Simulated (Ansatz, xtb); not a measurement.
**CH3BrClSi: which of two isomers lies lower**

Structure X: `[CH2][Si@H](Cl)Br`, a doublet. Structure Y: `C[Si](Cl)Br`, a doublet. Both are isolated molecules in the gas phase, relaxed with PBE0-D3(BJ)/pcseg-1; each stands in its lowest conformer found.

Which of the two would you expect CCSD(T)/def2-SVP + ΔMP2/def2-TZVPP electronic energies to favour?

Structure Y; the calculation gives E(Y) − E(X) = −54.3 kJ/mol.

How the difference moves with the method:

```tsv
level	geometry	E(Y) − E(X) (kJ/mol)	departure from the last row (kJ/mol)	job, with rough time for the two
GFN2-xTB	GFN2-xTB	−68.2	−13.8	optimisation, 0.1 s
HF/STO-3G	GFN2-xTB	−55.3	−0.9	single point, 0.46 s
r2SCAN-D4/def2-SVP	GFN2-xTB	−62.3	−7.9	single point, 5.4 s
PBE0-D3(BJ)/pcseg-1	PBE0-D3(BJ)/pcseg-1	−66.3	−11.9	optimisation, 94 s
HF/def2-SVP	PBE0-D3(BJ)/pcseg-1	−24.6	+29.8	part of the CCSD(T) run
MP2/def2-SVP	PBE0-D3(BJ)/pcseg-1	−63.7	−9.3	part of the CCSD(T) run
CCSD(T)/def2-SVP	PBE0-D3(BJ)/pcseg-1	−55.8	−1.4	single point
CCSD(T)/def2-SVP + ΔMP2/def2-TZVPP	PBE0-D3(BJ)/pcseg-1	−54.3		single point, 43 s
```

As drawn, Y has 1 C–H in place of 1 Si–H.

None of the levels shown reverses the order. The largest departure from CCSD(T)/def2-SVP + ΔMP2/def2-TZVPP is that of HF/def2-SVP, 29.8 kJ/mol. The last row adds to CCSD(T) the change of the MP2 difference between the two basis sets, here +1.4 kJ/mol.

With harmonic frequencies from PBE0-D3(BJ)/pcseg-1 (ideal gas, rigid rotor, one conformer each, 298.15 K, 1 atm): the zero-point term adds +12.4 kJ/mol; ΔH is −42.8 and ΔG −40.9 kJ/mol.

Open shells are spin-unrestricted. The correlated steps freeze 20 core orbitals; the filled d shell of Br is correlated, in a basis made for valence electrons. Programs: Ansatz 0.2.0, xtb 6.7.1; the last row on 2 threads of Arm Neoverse V2 on a shared host.
